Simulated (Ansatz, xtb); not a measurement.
**Ligand exchange: HBr + SiH3(SiH3) → SiH4 + SiH3Br**

Species: HBr, singlet; SiH3(SiH3) (disilane), singlet; SiH4 (silane) `[SiH4]`, singlet; SiH3Br `[SiH3]Br`, singlet. The partners trade Br for SiH3: H–Br and Si–SiH3 bonds give way to H–SiH3 and Si–Br.

Shapes, held fixed at every level: PBE0-D4/def2-TZVP. Programs: Ansatz 0.2.0, xtb 6.7.1. The zero-point and thermal change to 298 K, harmonic and unscaled (PBE0-D4/def2-TZVP), is +2.9 kJ/mol.

```tsv
level	kind	ΔH(298 K) (kJ/mol)	less CCSD(T)/def2-TZVPP
GFN1-xTB	semi-empirical	-211.9	-128.8
HF/def2-TZVPP	Hartree–Fock	-104.4	-21.3
PBE-D4/def2-TZVPP	GGA	-70.1	+13.0
r2SCAN-D4/def2-TZVPP	meta-GGA	-81.7	+1.4
BHLYP-D4/def2-TZVPP	global hybrid	-91.4	-8.3
wB97M-V/def2-TZVPP	range-separated hybrid	-89.8	-6.7
B2PLYP/def2-TZVPP	double hybrid	-89.0	-5.9
MP2/def2-TZVPP	perturbation theory	-94.0	-10.9
CCSD(T)/def2-TZVPP	coupled cluster or CI	-83.1	0.0
```

The highest level, CCSD(T)/def2-TZVPP, gives ΔH(298 K) = -83.1 kJ/mol; the levels span -211.9 to -70.1. GFN1-xTB strays far from the other rows. The column of differences is taken from that level and isn't an error. No measured value is set beside it here. Relativity is left out for Br unless named. Correlated rows may include outer-core shells of Br, which these sets cover unevenly.
